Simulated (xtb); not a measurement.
C5H7F, SMILES C=C/C=C(/C)F. All values are semi-empirical tight-binding results from xtb (GFN2-xTB unless named), good for trends rather than for accurate numbers. Coordinates come from a GFN2-xTB optimisation. One conformer was computed; it need not be the lowest.

```yaml
point_group_as_xtb_finds_it: Cs
orbital_gap: 3.61 eV
dipole_moment: 2.04 D
zero_point_energy: 64.6 kcal/mol
G − E(el) at 298.15 K (modified RRHO): 45.2 kcal/mol
static polarisability (D4 model): 62.2 bohr³
solvation energy, GFN2-xTB/ALPB(water): -2.3 kcal/mol
solvation energy, GFN2-xTB/ALPB(ether): -5.7 kcal/mol
```

Computed IR lines (harmonic; lines under 4 % of the strongest left out, lines within 3 cm⁻¹ merged):
ν (cm⁻¹): 848 (w), 865 (s), 887 (w), 952 (w), 1015 (w), 1019 (m), 1024 (m), 1159 (m), 1193 (w), 1256 (m), 1308 (m), 1393 (w), 1466 (w), 1699 (vs), 2999 (w), 3016 (w), 3070 (w), 3093 (m), 3101 (m), 3135 (m) (against the strongest line: vs over 80 %, s over 45 %, m over 15 %, w over 4 %, vw less)
